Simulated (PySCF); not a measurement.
hexafluoropropene (C3F6), singlet, at a GFN2-xTB geometry. Base run: CAMB3LYP/STO-3G run with PySCF.

Input for PySCF:
```python
from pyscf import gto, scf, dft

mol = gto.Mole()
mol.atom = '''
    F     2.49184748   -0.18829557    0.79842098
    C     1.31418502    0.24683492    0.42467974
    F     1.26067366    1.55824784    0.42112146
    C     0.28229877   -0.52520184    0.08521556
    F     0.37606850   -1.85663792    0.10149667
    C    -1.06436063    0.03101770   -0.34154878
    F    -1.61086992    0.78624932    0.61807922
    F    -0.95447491    0.80748822   -1.42550070
    F    -1.91799358   -0.94215242   -0.62584863
'''
mol.basis = 'sto-3g'
mol.verbose = 5
mol.build()

mf = dft.RKS(mol)
mf.xc = 'camb3lyp'
mf.kernel()
```

Each row names what was changed in the base input (with any setting that the change needs).

```csv
change,ΔE vs base (mEh),fitting functions,dipole (D)
base,0.000,-,0.82
only_dfj = on; auxbasis = def2-universal-jfit,-5.882,441,0.82
auxbasis = def2-tzvp-ri,-2.266,684,0.82
auxbasis = cc-pvdz-jkfit,-0.770,630,0.82
auxbasis = cc-pvqz-jkfit,-0.712,954,0.82
auxbasis = even-tempered beta=1.6,-0.233,630,0.82
auxbasis = even-tempered beta=3.0,-11.372,297,0.82
"exchange = seminumerical (SGX) (with mf = sgx.sgx_fit(mf, auxbasis='def2-universal-jfit'); with mf.with_df.dfj = True)",-5.887,441,0.82
auxbasis = cc-pvtz-ri,-2.450,729,0.82
auxbasis = autoaux,-0.535,594,0.82
```

A fitting set is made for a task (jfit for Coulomb, jkfit for Coulomb and exchange, ri for correlation) and for a family of orbital bases.
